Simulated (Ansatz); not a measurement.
`C=CB(N)[SiH3]` and `C=CB(N)[SiH2]F` differ in one atom or group.

Ansatz, PBE0-D4/def2-TZVP geometries, multiplicity 1. Each molecule was computed in one conformer, which needn't be the lowest.

```json
{"property": "size of the dipole moment (ωB97M-V/def2-TZVPP) / D", "`C=CB(N)[SiH3]`": "2.29"}
{"property": "HOMO–LUMO gap (PBE/def2-TZVPP) / eV", "`C=CB(N)[SiH3]`": "4.42"}
{"property": "HOMO–LUMO gap (PBE0/def2-TZVPP) / eV", "`C=CB(N)[SiH3]`": "6.47"}
{"property": "LUMO energy (PBE0/def2-TZVPP) / eV", "`C=CB(N)[SiH3]`": "-0.97"}
{"property": "HOMO energy (ωB97M-V/def2-TZVPP) / eV", "`C=CB(N)[SiH3]`": "-9.61"}
{"property": "LUMO energy (ωB97M-V/def2-TZVPP) / eV", "`C=CB(N)[SiH3]`": "1.04"}
```

Give the same properties after the change, and the shifts. (Estimate.)

Ansatz gave: 
```tsv
property	`C=CB(N)[SiH2]F`	shift
size of the dipole moment (ωB97M-V/def2-TZVPP) / D	3.24	0.95
HOMO–LUMO gap (PBE/def2-TZVPP) / eV	4.18	-0.24
HOMO–LUMO gap (PBE0/def2-TZVPP) / eV	6.26	-0.21
LUMO energy (PBE0/def2-TZVPP) / eV	-1.26	-0.29
HOMO energy (ωB97M-V/def2-TZVPP) / eV	-9.68	-0.07
LUMO energy (ωB97M-V/def2-TZVPP) / eV	0.72	-0.32
```

With PBE0 the HOMO falls by 0.08 eV and the LUMO falls by 0.29 eV, so the gap narrows by about 0.21 eV. PBE moves the HOMO by -0.03 eV and ωB97M-V by -0.07 eV. Dipoles are sizes alone; their direction can turn.
